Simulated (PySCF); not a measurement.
Working with the constants of LiTe⁻

RHF-CCSD(T) constants of LiTe⁻, ¹Σ⁺ (singlet), closed shell (basis Li def2-SVPD, Te def2-SVPD with ECP28; scalar-relativistic core potentials; PySCF 2.14; masses 7.0160 and 129.9062 u):

- ωe: 477.4 cm⁻¹
- ωexe: 3.33 cm⁻¹
- Be: 0.42547 cm⁻¹
- αe: 0.00419 cm⁻¹
- D (centrifugal): 1.35e-06 cm⁻¹

Problem. Estimate the standard entropy (1 bar) and heat capacity of the ideal gas at 298.15 K, rigid rotor with B0 and harmonic oscillator at the fundamental.

Solution. Translation (Sackur–Tetrode, M = 136.92 u): 170.2 J/(mol K). Rotation: q = kT/(σB0) = 489 with σ = 1, 59.8. Vibration: x = hcν0/kT = 2.27, 3.08. S° = 233.1 J/(mol K); Cp = 7R/2 + 5.50 = 34.6 J/(mol K).

Correlated steps freeze 4 core orbitals. Spin–orbit coupling is left out, which matters for elements this heavy, above all for dissociation energies.
